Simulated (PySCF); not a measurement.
# Electron correlation in Ir⁺ (iridium, charge +1)

[Xe] 4f14 5d7 6s1, high-spin 5F determinant. All numbers are calculated (PySCF 2.14, scalar relativity by spin-free X2C-1e, in x2c-TZVPPall). Frozen: [Kr] 4d10 4f14; 16 electrons correlated.

```json
{"level": "CCSD", "correlation energy (mhartree)": "-401.25"}
{"level": "(T)", "correlation energy (mhartree)": "-10.53"}
{"level": "CCSD(T)", "correlation energy (mhartree)": "-411.78"}
```

Diagnostics: T1 = 0.0076, D1 = 0.0261, largest double amplitude 0.021.

Spin-orbit coupling, absent here, splits the open shell strongly.

Cost of the coupled-cluster step: roughly 70 core-seconds, for 16 correlated electrons.

This basis was not built for core-valence correlation, so the inner-shell part is incomplete.
